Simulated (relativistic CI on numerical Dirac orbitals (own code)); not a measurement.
**Hyperfine structure of Os³¹⁺, mass number 187**

Method of calculation: Dirac-Coulomb-Breit CI, separate exchange-only KLI orbitals for each configuration, model QED, unscaled Slater integrals (own radial code, finite nucleus).

Configurations in the expansion (outside the closed core [Ar] 3d10): 4s²4p⁶4d⁹, 4s²4p⁵4d¹⁰, 4s²4p⁶4d⁸4f, 4s4p⁶4d¹⁰, 4s²4p⁵4d⁹4f, 4s4p⁶4d⁹4f, 4s²4p⁶4d⁸5s, 4s²4p⁶4d⁷4f5s, 4s²4p⁶4d⁸5p, 4s²4p⁶4d⁸5d, 4s²4p⁵4d⁹5s, 4s²4p⁶4d⁷5s², 4s²4p⁶4d⁶4f5s², 4s²4p⁵4d⁷4f5s², 4s4p⁶4d⁷4f5s². Double excitations out of closed p, d and f shells are left out; levels of such configurations are missing from the list, as are those of other unlisted configurations, and high levels can miss mixing partners.

Nuclear spin I = 1/2, μ = 0.06442 μN (tables of Stone and Pyykkö). The electronic factors are computed for point nuclear moments, without core polarisation or the Bohr-Weisskopf and QED corrections.

| Level | E (eV) | A (MHz) |
| --- | --- | --- |
| 4s²4p⁶4d⁹ ²D5/2 | 0.000 | 1362 |
| 4s²4p⁶4d⁹ ²D3/2 | 19.224 | 3484 |
| 4s²4p⁵4d¹⁰ ²P°3/2 | 191.461 | 5838 |
| 4s²4p⁶4d⁸4f ⁴F°7/2 | 201.835 | 1048 |
| 4s²4p⁶4d⁸4f ⁴I°15/2 | 207.813 | 887.4 |

Levels with J = 0, under 50 % of one LS term, or S terms without an open s electron are left out. Small factors come from cancelling terms and can be off by tens of per cent or more.

At this charge energies of transitions that change n are usually good to better than 1 %, and those within a shell (Δn = 0) to a few per cent.

(1) Give the hyperfine levels of 4s²4p⁶4d⁹ ²D5/2 relative to its centre of gravity.

## Answers

(1) With K = F(F + 1) − I(I + 1) − J(J + 1), E = AK/2: F = 2: -2383, F = 3: 1702 MHz.

LS names give the leading component of a level, which can be under half, so a name can repeat, a term be missing and a line seem to break the LS rules.
